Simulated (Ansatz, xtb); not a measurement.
# Two isomers of C3H7ClGeO

Structure a is `Cl[C@@H]1CO[C@@H]1[GeH3]`, a singlet and structure b is `Cl[C@@H]1CO[C@H]1[GeH3]`, a singlet. Both are isolated molecules in the gas phase, relaxed with PBE0-D3(BJ)/def2-SVP.

Quicker runs give these differences E(b) − E(a): GFN2-xTB +0.160 eV; HF/STO-3G −0.112 eV (at GFN2-xTB geometries); r2SCAN-D4/def2-SVP −0.044 eV (at GFN2-xTB geometries).

**Question.** Estimate E(b) − E(a) at the level CCSD(T)/def2-SVP + ΔMP2/def2-TZVPP.

**Answer.** Too close to call at this level: CCSD(T)/def2-SVP + ΔMP2/def2-TZVPP gives E(b) − E(a) = +0.009 eV.

How the difference moves with the method:

| level | geometry | E(b) − E(a) (eV) | departure from the last row (eV) | job, with rough time for the two |
| --- | --- | --- | --- | --- |
| GFN2-xTB | GFN2-xTB | +0.160 | +0.151 | optimisation, 0.64 s |
| HF/STO-3G | GFN2-xTB | −0.112 | −0.121 | single point, 2.1 s |
| r2SCAN-D4/def2-SVP | GFN2-xTB | −0.044 | −0.053 | single point, 13 s |
| PBE0-D3(BJ)/def2-SVP | PBE0-D3(BJ)/def2-SVP | +0.042 | +0.033 | optimisation, 5.3 min |
| HF/def2-SVP | PBE0-D3(BJ)/def2-SVP | +0.003 | −0.006 | part of the CCSD(T) run |
| MP2/def2-SVP | PBE0-D3(BJ)/def2-SVP | +0.038 | +0.030 | part of the CCSD(T) run |
| CCSD(T)/def2-SVP | PBE0-D3(BJ)/def2-SVP | +0.039 | +0.030 | single point |
| CCSD(T)/def2-SVP + ΔMP2/def2-TZVPP | PBE0-D3(BJ)/def2-SVP | +0.009 |  | single point, 4.8 min |

As drawn, both hold the same kinds of bond in the same numbers.

The largest departure from CCSD(T)/def2-SVP + ΔMP2/def2-TZVPP is that of GFN2-xTB, 0.151 eV. The last row adds to CCSD(T) the change of the MP2 difference between the two basis sets, here −0.030 eV.

With thermal terms from frequencies at re-optimised GFN2-xTB minima (ideal gas, soft modes damped towards free rotors, one conformer each, 298.15 K, 1 atm): the zero-point term adds −0.017 eV; ΔH is +0.002 and ΔG −0.036 eV.

The correlated steps freeze 18 core orbitals; the filled d shell of Ge is correlated, in a basis made for valence electrons. Run with Ansatz 0.2.0, xtb 6.7.1; the last row on 2 threads of AMD EPYC (Zen 3) on a shared host.
